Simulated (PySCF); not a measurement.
GeOCl₂ (singlet). All numbers come from PBE0/[Ge def2-TZVP, O def2-TZVP, Cl def2-TZVP], no relativity, density fitting, PySCF.

Harmonic bands of its minimum:

```json
{"ω (cm⁻¹)": "157", "IR (km/mol)": "2.4"}
{"ω (cm⁻¹)": "183", "IR (km/mol)": "22.6"}
{"ω (cm⁻¹)": "210", "IR (km/mol)": "38.4"}
{"ω (cm⁻¹)": "433", "IR (km/mol)": "19.6"}
{"ω (cm⁻¹)": "459", "IR (km/mol)": "110"}
{"ω (cm⁻¹)": "1005", "IR (km/mol)": "67.0"}
```

Q: The central atom is Ge. Infer the point group and assign the bands.

A: C2v. The modes span 3a1 + b1 + 2b2: 157 a1, 183 b1, 210 b2, 433 a1, 459 b2, 1005 a1. The computed geometry has Ge–Cl 2.110 Å (×2), Ge–O 1.623 Å; Cl–Ge–Cl 106.9°, Cl–Ge–O 126.6° (×2).

This need not be the most stable arrangement of these atoms.
